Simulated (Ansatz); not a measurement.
C2H10AlNSi can be A, `C[NH][Al]([CH3])[SiH3]`, or B, `CC[N]([AlH2])[SiH3]`.

Computed with Ansatz on PBE0-D4/def2-TZVP structures; ΔE is electronic, products minus reactants. CCSD(T)/CBS is the MP2 limit (def2-TZVPP, def2-QZVPP) plus CCSD(T) − MP2 in def2-TZVPP, frozen cores. DFT in def2-TZVPP. B3LYP here is the variant with VWN-RPA as its local correlation; programs differ in this. One conformer a species, not always the lowest.

Problem. Which isomer does CCSD(T)/CBS put lower? Give the gap. (Best estimate.)

Solution. Computed: B, by 1.1 kcal/mol.

Problem. Give E(B) − E(A) in kcal/mol with B2PLYP, HF/def2-TZVPP, B3LYP, r2SCAN-D4, CCSD/def2-TZVPP, B3LYP-D4, ωB97M-V. (Best estimate.)

Solution. Ansatz gave: B2PLYP -0.4, HF/def2-TZVPP -4.1, B3LYP 1.9, r2SCAN-D4 1.7, CCSD/def2-TZVPP -1.4, B3LYP-D4 -0.6, ωB97M-V -1.9. The order is the other way round with B3LYP, r2SCAN-D4.

Largest T1 diagnostic: 0.012.

From PBE to PBE0 (25 % exact exchange), in def2-TZVPP and without D4, E(B) − E(A) moves by −1.9 kcal/mol. The D4 term adds −2.4 kcal/mol with B3LYP and −1.2 kcal/mol with PBE0; it sums over pairs of atoms, weighted by their polarisabilities, and B3LYP, whose exchange is more repulsive, gets the larger term.
